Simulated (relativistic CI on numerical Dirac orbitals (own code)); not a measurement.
# Nd³⁴⁺: q coefficients and field-shift factors

Calculated at this level of theory: Dirac-Coulomb-Breit CI, KLI orbitals optimised for each configuration, derivatives by finite differences, unscaled Slater integrals, QED left out (own radial code, finite nucleus).

Configuration list (outside the closed core [Ne]): 3s2 3p6 3d8, 3s2 3p5 3d9, 3s2 3p4 3d10, 3s 3p6 3d9, 3p6 3d10, 3s 3p5 3d10, 3s2 3p6 3d7 4s, 3s2 3p6 3d7 4p. Levels of other configurations are missing.

With x = (α/α₀)² − 1 an excitation energy changes as ω = ω₀ + qx; K = 2q/ω₀ is the relative enhancement. Terms are leading LS components, so labels can repeat. The field-shift factor is F = δν/δ⟨r²⟩ for the transition from the lowest level.

Lowest level 3s2 3p6 3d8 3F_4.

```
            Level  ω₀ (cm⁻¹)   q (cm⁻¹)  F (GHz/fm²)
 3s2 3p6 3d8 1D_2      54776     -77.93     -0.00888
 3s2 3p6 3d8 3P_0     160703      21490        0.613
 3s2 3p6 3d8 3F_3     178673     188600          2.4
 3s2 3p6 3d8 3P_2     233588     193400         2.56
 3s2 3p6 3d8 3P_1     265829     193000         2.66
 3s2 3p6 3d8 1G_4     275945     180800         2.62
 3s2 3p6 3d8 3F_2     400385     375800         4.75
 3s2 3p6 3d8 1S_0     553689     366900         5.07
3s2 3p5 3d9 3F°_4    2358849     246800         10.7
3s2 3p5 3d9 1D°_2    2416356     259500         10.6
3s2 3p5 3d9 3D°_3    2506671     282200         11.4
3s2 3p5 3d9 3P°_1    2577293     277200         8.77
3s2 3p5 3d9 3D°_2    2641286     435700           13
3s2 3p5 3d9 3P°_0    2678276     445700         12.8
3s2 3p5 3d9 3F°_3    2698092     445000         10.8
3s2 3p5 3d9 3D°_1    2701404     429900         12.2
3s2 3p5 3d9 3P°_2    3368522  1.268e+06        -42.9
3s2 3p5 3d9 1F°_3    3434628  1.234e+06        -39.9
3s2 3p5 3d9 3F°_2    3452864  1.451e+06        -39.7
3s2 3p5 3d9 3D°_1    3649896  1.463e+06        -42.5
  3s 3p6 3d9 3D_3    4708995  1.423e+06        -1560
  3s 3p6 3d9 1D_2    4723424  1.275e+06        -1290
  3s 3p6 3d9 3D_2    4864945  1.218e+06        -1010
```

At this charge energies of transitions that change n are usually good to better than 1 %, and those within a shell (Δn = 0) to a few per cent. Terms inside the open d or f shell come out 10 to 20 % too wide with unscaled integrals.

Problem. Which transition from the lowest level has the largest |K|?

Solution. 3s2 3p6 3d8 3F_3 at 178673 cm⁻¹, K = 2.11.
